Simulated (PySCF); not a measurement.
Gas-phase reaction: 2 InCl2 + O → In2O + 2 Cl2

Computed with PySCF and rigid-rotor harmonic-oscillator thermochemistry at 1 bar. † marks an energy on the PBE0/def2-TZVP geometry and frequencies. MP2 and CCSD(T) freeze the core. Open shells (unrestricted): InCl2 (multiplicity 2), O (multiplicity 3, electronic degeneracy 9); the rest are closed-shell singlets. Spin-orbit splitting is ignored; it lowers the true energy and changes the entropy of O. In: scalar-relativistic def2 core potential, no spin-orbit coupling. InCl2: computed as isolated molecules; such fragments, hydroxides, amides, oligomers or adducts are transient or little studied in the gas. MP2 isn't extrapolated to the basis-set limit; its ΔH°(298 K) is 81.4 kJ in def2-SVP and -34.7 kJ in def2-TZVPP. CCSD(T) isn't extrapolated to the basis-set limit; its ΔH°(298 K) is 74.3 kJ in def2-SVP and 4.6 kJ in def2-TZVPP. The harmonic model lacks anharmonicity and excited electronic states, which grow with temperature; levels with a mode under 35 cm⁻¹ are left out. Soft modes under 120 cm⁻¹ make the harmonic entropy rough for InCl2, In2O. Warning, large T1 diagnostic: In2O (CCSD(T)/def2-TZVPP†).

```tsv
level	ΔE electronic, kJ	ΔH°(298 K), kJ	ΔS°(298 K), J/K	ΔG°(1600 K), kJ
BLYP/def2-TZVP†	-79	-76	-39	-8
CCSD(T)/def2-TZVPP†	1	5	-39	72
MP2/def2-TZVPP†	-38	-35	-39	33
PBE0/def2-SVP†	64	67	-39	135
ωB97M-V/def2-TZVP†	-6	-3	-39	65
```
ΔH° is lowest at BLYP/def2-TZVP† and highest at PBE0/def2-SVP†. No reference value is set beside these.
